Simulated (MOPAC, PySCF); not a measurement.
Complex: HF (SMILES F) (first 2 atoms) with H2 (SMILES [H][H]); geometry from B3LYP-D3(BJ)/def2-TZVP, rigid monomers moved along the line of their centres of mass till H2···H3 is 2.75 Å.
(charge 0, multiplicity 1):
| atom | x (Å) | y (Å) | z (Å) |
|---|---|---|---|
| F | 0.0691 | 0.0916 | -0.1267 |
| H | 0.1090 | 0.0822 | 0.7990 |
| H | 0.6025 | 0.0717 | 3.5057 |
| H | -0.1420 | 0.0333 | 3.5386 |

Counterpoise-corrected where a basis set is named; no monomer relaxation. Rows marked so take none.

Rows in 6-311+G**, 6-31G* carry no dispersion term and start afresh at each structure (6-31G* with six Cartesian d functions). The state that PM3 reach isn't checked.

Codes used: MOPAC for PM3 (differences of heats of formation); PySCF for 6-311+G** rows, 6-31G* rows. Each number belongs to the level named beside it.

What interaction energy does PM3 give?

-0.7 kcal/mol
